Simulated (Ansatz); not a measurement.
Program: Ansatz. Geometries: PBE0-D4/def2-TZVP. ΔE: electronic, gas phase. CCSD(T)/CBS adds triple-zeta CCSD(T) − MP2 to the extrapolated MP2 energy (def2 sets, frozen cores). DFT in def2-TZVPP. Each species was taken in one conformer, which may not be the lowest.

Consider the ligand exchange at the Si–C bond: `C=C([SiH3])[SiH3]` + `[CH3][Al]([OH])[OH]` → `[CH3][Al]([OH])[O][SiH3]` + `C=C[SiH3]`.

| species | PBE0 energy (Eh) |
| --- | --- |
| `C=C([SiH3])[SiH3]` | -659.67073 |
| `[CH3][Al]([OH])[OH]` | -433.88824 |
| `[CH3][Al]([OH])[O][SiH3]` | -724.50596 |
| `C=C[SiH3]` | -369.09181 |

(1) Work out ΔE.

Largest T1 diagnostic among the species: 0.012.

## Answers

(1) ΔE = (-724.50596) + (-369.09181) − (-659.67073) − (-433.88824) = -0.03880 Eh = -101.9 kJ/mol. CCSD(T)/CBS gives -106.5 kJ/mol.

From PBE to PBE0 (25 % exact exchange), in def2-TZVPP and without D4, ΔE moves by −6.8 kJ/mol. The D4 term adds +6.1 kJ/mol with B3LYP and +3.1 kJ/mol with PBE0; it sums over pairs of atoms, weighted by their polarisabilities, and B3LYP, whose exchange is more repulsive, gets the larger term. In def2-TZVPP, CCSD(T) changes the Hartree–Fock value by +28.5 kJ/mol (the triples alone add +4.8 kJ/mol) and MP2 by +30.2 kJ/mol.

B3LYP here is the variant with VWN-RPA as its local correlation; programs differ in this.
